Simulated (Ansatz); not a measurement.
H5NSi2, SMILES `N[SiH]=[SiH2]` (charge 0, multiplicity 1).

Calculation: frozen-core CCSD(T)/cc-pVDZ // PBE0-D3(BJ)/def2-TZVP in Ansatz (a program for electronic structure).

Ansatz 0.2 input:
```yaml
crystal:
  periodic: [false, false, false]
  atoms:
    - { symbol: N, position_ang: [1.556486, -0.416537, 0.30176] }
    - { symbol: Si, position_ang: [0.204315, 0.224221, -0.486684] }
    - { symbol: Si, position_ang: [-1.813151, 0.587373, 0.375566] }
    - { symbol: H, position_ang: [2.507111, -0.210137, 0.045048] }
    - { symbol: H, position_ang: [1.485987, -1.025181, 1.100158] }
    - { symbol: H, position_ang: [0.766376, 1.041405, -1.598355] }
    - { symbol: H, position_ang: [-2.083427, -0.673461, 1.145703] }
    - { symbol: H, position_ang: [-2.623697, 0.472317, -0.883194] }
basis:
  gaussian: { orbitals: cc-pVDZ }
correlation:
  method: ccsd_t
```

Output:

```
Functional definition: HF
717 factors; integrals over basis functions are off by at most 1.3e-3 eV
mean field evaluation 1: about -17282.0626 eV, gradient 2.7e1 eV
mean field evaluation 2: about -17282.0668 eV, gradient 2.7e1 eV
mean field evaluation 4: about -17284.0299 eV, gradient 2.8e0 eV
mean field evaluation 8: about -17284.0662 eV, gradient 3.1e-4 eV
mean field evaluation 16: about -17284.0616 eV, gradient 1.4e-1 eV
mean field -17284.06618301 eV, -635.1777166649 hartree, gradient 2.2e-6 eV, S^2 0.000000; 0 other end points of the search recorded, 0 dependent functions left out; unrestricted orbitals would lower it
11 core orbitals not correlated
reference -17284.06618301 eV, -635.1777166649 hartree; 9, 9 occupied and 55, 55 virtual orbitals, 717 factors
second order -10.05765063 eV of doubles, -0.00000000 eV of singles
cycle   1  -10.86138749 eV  change   -8.0e-1 eV  update   9.7e-2
cycle   2  -11.24276007 eV  change   -3.8e-1 eV  update   3.4e-2
cycle   3  -11.32812540 eV  change   -8.5e-2 eV  update   1.9e-2
cycle   4  -11.32189032 eV  change    6.2e-3 eV  update   6.6e-3
cycle   5  -11.31938886 eV  change    2.5e-3 eV  update   2.6e-3
cycle   6  -11.31900782 eV  change    3.8e-4 eV  update   1.1e-3
cycle   7  -11.31879513 eV  change    2.1e-4 eV  update   3.9e-4
cycle   8  -11.31892843 eV  change   -1.3e-4 eV  update   2.0e-4
cycle   9  -11.31896181 eV  change   -3.3e-5 eV  update   6.1e-5
cycle  10  -11.31893908 eV  change    2.3e-5 eV  update   2.3e-5
cycle  11  -11.31894939 eV  change   -1.0e-5 eV  update   7.7e-6
perturbative correction -0.38083312 eV, -0.0139953590 hartree
Total energy: -17295.76596553 eV, -635.6076757419 hartree
```
